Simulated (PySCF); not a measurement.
B3LYP has the VWN-RPA correlation part, as in Gaussian. Excitations are Tamm–Dancoff values on a coarser integration grid. The basis has no diffuse functions, so Rydberg states are missing or too high.

Cartesian coordinates (Å):
SMILES: O=C(OS)C
```xyz
9

C     -1.3716    -0.0592     0.1237
C      0.1111     0.1836     0.1499
O      0.6646     1.0922     0.7101
O      0.7604    -0.7588    -0.5776
S      2.4518    -0.6512    -0.7397
H     -1.5990    -1.1205     0.0551
H     -1.8185     0.3764     1.0138
H     -1.7882     0.4379    -0.7548
H      2.5857     0.4593     0.0156
```
Charge 0, multiplicity 1.

### Question
What is the computed LUMO, brightest of the four lowest singlets (TDA), T1 excitation (TDA), S1 excitation (TDA) and S1–T1 gap (TDA) (PySCF with B3LYP-D3(BJ)/def2-TZVP)?

### Answer

```
Item                                           Result
-------------------------------------------  --------
LUMO                                         -1.39 eV
brightest of the four lowest singlets (TDA)   6.20 eV
T1 excitation (TDA)                           3.16 eV
S1 excitation (TDA)                           4.05 eV
S1–T1 gap (TDA)                               0.89 eV
```
